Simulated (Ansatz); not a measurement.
Species: trichloro(fluoro)methane, CCl3F, net charge 0, singlet state. SMILES: FC(Cl)(Cl)Cl
Coordinates optimised at B3LYP-D3(BJ)/def2-TZVP (Ansatz, an electronic-structure program):
```
C
F 1 1.3406
Cl 1 1.7761 2 108.42
Cl 1 1.7761 2 108.42 3 -120.00
Cl 1 1.7761 2 108.42 4 -120.00
```

Property: vertical triplet-singlet gap (E(triplet) - E(singlet); each state is the SCF solution reached for its spin; the molecule has degenerate orbitals, so one determinant may break the symmetry; for the triplet the Hartree-Fock reference is unstable and T1 is 0.017), in kcal/mol. Correlated levels leave the core frozen unless marked. UHF or UKS for open shells. Spin-orbit coupling is left out. No relativistic terms.  The program attaches cautions to a run behind CCSD/aug-cc-pV(D+d)Z: other roots. The program attaches cautions to a run behind CCSD/aug-cc-pV(T+d)Z: other roots. The program attaches cautions to a run behind CCSD(T)/aug-cc-pV(D+d)Z: other roots. The program attaches cautions to a run behind CCSD(T)/aug-cc-pV(T+d)Z: other roots.

```
level                    program  vertical triplet-singlet gap (kcal/mol)
-----------------------  -------  ---------------------------------------
HF/aug-cc-pV(Q+d)Z        Ansatz                                    134.6
RI-HF/aug-cc-pV(T+d)Z     Ansatz                                    134.8
SVWN5/def2-TZVPD          Ansatz                                    118.1
PBE/def2-TZVPD            Ansatz                                    116.6
r2SCAN/def2-TZVPD         Ansatz                                    121.1
B3LYP/def2-TZVPD          Ansatz                                    126.9
PBE0/def2-TZVPD           Ansatz                                    130.3
BHLYP/def2-TZVPD          Ansatz                                    138.0
CAM-B3LYP/def2-TZVPD      Ansatz                                    137.4
wB97M-V/def2-TZVPD        Ansatz                                    143.2
wB97X-V/def2-TZVPD        Ansatz                                    143.5
B2PLYP/def2-TZVPD         Ansatz                                    137.9
RI-MP2/aug-cc-pV(T+d)Z    Ansatz                                    148.2
RI-MP2/aug-cc-pV(Q+d)Z    Ansatz                                    148.6
CCSD/aug-cc-pV(D+d)Z      Ansatz                                    147.4
CCSD/aug-cc-pV(T+d)Z      Ansatz                                    148.2
CCSD(T)/aug-cc-pV(D+d)Z   Ansatz                                    139.4
CCSD(T)/aug-cc-pV(T+d)Z   Ansatz                                    139.1
```
